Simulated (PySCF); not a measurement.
Broadened absorption spectrum of C6H4ClF

Species: C6H4ClF.
SMILES: `Fc1cccc(Cl)c1`

Level of theory: TDDFT wB97X-D/def2-SVPD, vertical, gas phase, core orbitals frozen in the response (PySCF). Geometry: GFN2-xTB; no solvent, vibrations or thermal averaging.

Broadening: Gaussians 0.3 eV wide at half height, area fixed by f = 4.319×10⁻⁹ ∫ε dν̃. The width is an assumption, not a result. The curve ends short of the highest state used, and states not computed would add to its high-energy end.

```tsv
E (eV)	ε (L mol⁻¹ cm⁻¹)
4.92	2
4.96	6
5.00	16
5.04	39
5.07	71
5.11	143
5.15	262
5.19	433
5.22	592
5.26	824
5.30	1039
5.34	1188
5.37	1231
5.41	1184
5.45	1032
5.49	815
5.52	640
5.56	428
5.60	264
5.64	164
5.67	134
5.71	165
5.75	303
5.78	503
5.82	945
5.86	1626
5.90	2538
5.93	3324
5.97	4368
6.01	5202
6.05	5614
6.08	5571
6.12	5059
6.16	4163
6.20	3104
6.23	2335
6.27	1465
6.31	834
6.35	433
6.38	255
6.42	141
6.46	151
6.50	326
6.53	645
6.57	1541
6.61	3384
6.65	6802
6.68	10840
6.72	18713
6.76	29681
6.79	39723
6.83	54535
6.87	69039
6.91	80622
6.94	85881
6.98	86988
```

Problem. Locate the maxima and give the states behind the curve.

Solution. 231 nm (5.37 eV), ε about 1200, made up of S1 (100%); 205 nm (6.06 eV), ε about 5600, made up of S2 (100%); 178 nm (6.97 eV), ε about 87000, made up of S4 (35%) and S5 (65%) (ε in L mol⁻¹ cm⁻¹; maxima over ε = 5, shares over 10%). The states used: S1 5.37 eV (f 0.014); S2 6.06 eV (f 0.063); S3 6.83 eV (f 0.0003); S4 6.90 eV (f 0.395); S5 7.00 eV (f 0.662); S6 7.48 eV (f 0.0005); S7 7.50 eV (f 0.0001); S8 7.58 eV (f 0.0088).

Problem. On this curve, what absorbance would a 10⁻⁵ mol/L sample give at 248 nm over a 1 cm path?

Solution. 248 nm is 4.999 eV, where ε is about 16 L mol⁻¹ cm⁻¹, so A = ε c l ≈ 0.00016 (Beer–Lambert, with the gas-phase spectrum and the assumed width).

Problem. Coming from long wavelengths, where does ε first pass 100 L mol⁻¹ cm⁻¹?

Solution. At about 244 nm (5.09 eV), 0.29 eV below S1.

Problem. What would ε be at 6.97 eV, the highest of these maxima, with half the width (0.15 eV)?

Solution. About 139000 L mol⁻¹ cm⁻¹ against 87400, a factor of about 1.6; a lone state at its own centre would give exactly 2.
